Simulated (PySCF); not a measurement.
Li(Me) (CH3Li), SMILES [Li][CH3].

Geometry: PBE0-D3(BJ)/def2-TZVPD. The isomer is the one that the SMILES or the coordinates give; other isomers of the formula were not compared.

The numbers are results of r2SCAN/def2-TZVPD (PySCF), not measurements.

* **total energy**: -47.37592 hartree
* **point group**: C3v
* **highest occupied level**: -4.00 eV
* **lowest empty level**: -0.54 eV
* **orbital gap**: 3.47 eV
* **dipole moment**: 5.67 D
* **quadrupole, principal values (traceless, Buckingham form, about the centre of nuclear charge)**: -5.06, -5.06, 10.12 D·Å
* **mean static polarisability**: 38.4 bohr³ (5.69 Å³)
* **polarisability, principal values**: 34.3, 34.3, 46.6 bohr³
